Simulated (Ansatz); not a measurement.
Ideal-gas functions of CH₅OSb (`[CH3][SbH][OH]`) at 600 K and 1 bar, from an Ansatz frequency run at PBE0-D4/def2-TZVP.

Molar mass 154.81 g/mol, point group C1 (symmetry number 1), electronic degeneracy 1, moments of inertia 57.736, 82.582, 130.766 u Å². Harmonic wavenumbers (cm⁻¹, unscaled): 123, 147, 222, 532, 574, 602, 668, 757, 854, 927, 1230, 1443, 1452, 1919, 3064, 3163, 3174, 3895.

Use S(trans) = R[1.5 ln M + 2.5 ln T − 1.1517]; rotational temperatures θ = 24.2544 K / I; S(rot) = R[ln(√π/σ · √(T³/θAθBθC)) + 1.5]; for each mode x = 1.438777 ν̃/T, S = R[x/(eˣ − 1) − ln(1 − e⁻ˣ)] and H = RT x/(eˣ − 1); 1 cm⁻¹ = 0.0119627 kJ/mol; R = 8.31446 J/(mol·K).

**Question.** By hand: the entropy, in J/(mol·K).

**Answer.** Translation 186.3. Rotation: θ = 0.4201, 0.2937, 0.1855 K, giving 112.7. Vibration, mode by mode: 18.50, 17.03, 13.65, 6.83, 6.28, 5.95, 5.23, 4.41, 3.67, 3.20, 1.80, 1.20, 1.18, 0.47, 0.04, 0.04, 0.04, 0.01, in all 89.5. Electronic 0.0. Sum 388.5 J/(mol·K).

**Question.** By hand: H − E and G − E in kJ/mol, counted from the electronic energy.

**Answer.** Zero-point energy ½ × 24746 × 0.0119627 = 148.0; thermal vibration 28.1; translation, rotation and pV give 4 RT = 20.0. H − E = 196.1 kJ/mol, and G − E = 196.1 − 600 × 388.5/1000 = -37.0 kJ/mol.

Vibration gives 23 % of the entropy, 35.5 J/(mol·K) of it from the modes under 150 cm⁻¹: soft modes count most, and the harmonic formula is weakest for them. The sum counts one conformer and one mirror image; others add a mixing term.
